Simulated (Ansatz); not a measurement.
Isolated molecules relaxed with PBE0-D4/def2-TZVP in Ansatz; ΔE leaves out vibrations. CCSD(T)/CBS is the MP2 limit (def2-TZVPP, def2-QZVPP) plus CCSD(T) − MP2 in def2-TZVPP, frozen cores. Double bonds are as drawn, so ΔE can hold a change between cis and trans. Functionals use def2-TZVPP. B3LYP here is the variant with VWN-RPA as its local correlation; programs differ in this. def2 core potentials past Kr. For Sn outer-core shells are correlated without core-valence functions, which leaves a few kJ/mol of doubt a bond. One conformer a species, not always the lowest.

`O[SiH2][AlH][SnH3]` + `[SiH3]/N=C/Cl` → `O[SiH2][AlH][Cl]` + `[SiH3]/N=[CH]\[SnH3]`  (redistribution)

`O[SiH2][AlH][SnH3]`:

Cartesian coordinates in Å:
```
O 0.234 2.222 -0.757
Si -1.265 1.592 -0.423
Al -1.037 -0.612 0.659
Sn 1.384 -1.701 0.408
H 0.911 1.610 -1.051
H -2.084 1.466 -1.670
H -1.941 2.609 0.427
H -2.195 -1.376 1.434
H 2.353 -0.738 -0.639
H 2.252 -1.798 1.880
H 1.390 -3.273 -0.268
```

`[SiH3]/N=C/Cl`:

Cartesian coordinates in Å:
```
Si -0.891 -0.508 0.694
N 0.526 -0.475 -0.315
C 1.040 0.540 -0.803
Cl 2.468 0.474 -1.808
H -1.446 0.858 0.921
H -1.903 -1.354 0.019
H -0.506 -1.114 1.990
H 0.713 1.580 -0.699
```

`O[SiH2][AlH][Cl]`:

Z-matrix (Å, degrees):
```
Si
Al 1 2.456
O 1 1.655 2 108.3
H 1 1.493 2 111.2 3 121.2
H 1 1.490 2 112.4 3 -119.9
Cl 2 2.117 1 110.3 3 -5.2
H 2 1.581 1 132.9 3 175.2
H 3 0.959 1 116.4 2 9.3
```

`[SiH3]/N=[CH]\[SnH3]`:

Z-matrix (Å, degrees):
```
Si
N 1 1.738
H 1 1.496 2 111.8
H 1 1.483 2 108.1 3 120.5
H 1 1.483 2 108.1 3 -120.5
C 2 1.257 1 127.6 3 0.0
Sn 6 2.202 2 129.2 1 -0.0
H 6 1.102 2 117.6 1 180.0
H 7 1.706 6 111.4 2 61.5
H 7 1.706 6 111.4 2 -61.3
H 7 1.710 6 105.7 2 -179.9
```

```json
{"level": "PBE", "ΔE (kJ/mol)": "-98.8"}
{"level": "PBE0", "ΔE (kJ/mol)": "-104.7"}
{"level": "B3LYP", "ΔE (kJ/mol)": "-113.1"}
{"level": "MP2/def2-QZVPP", "ΔE (kJ/mol)": "-125.5"}
```

What does CCSD(T)/CBS give? (An estimate is asked.)

The calculation gave: -123.8 kJ/mol. The listed levels differ from it by 25.0, 19.1, 10.7, -1.7 kJ/mol.

Largest T1 diagnostic among the species: 0.015.

The D4 term adds −5.1 kJ/mol with B3LYP and −2.5 kJ/mol with PBE0; it sums over pairs of atoms, weighted by their polarisabilities, and B3LYP, whose exchange is more repulsive, gets the larger term. From PBE to PBE0 (25 % exact exchange), in def2-TZVPP and without D4, ΔE moves by −6.0 kJ/mol.

CCSD(T)/CBS has its own doubt, a few kJ/mol and more with outer-core shells, so smaller differences from it don't rank the levels.
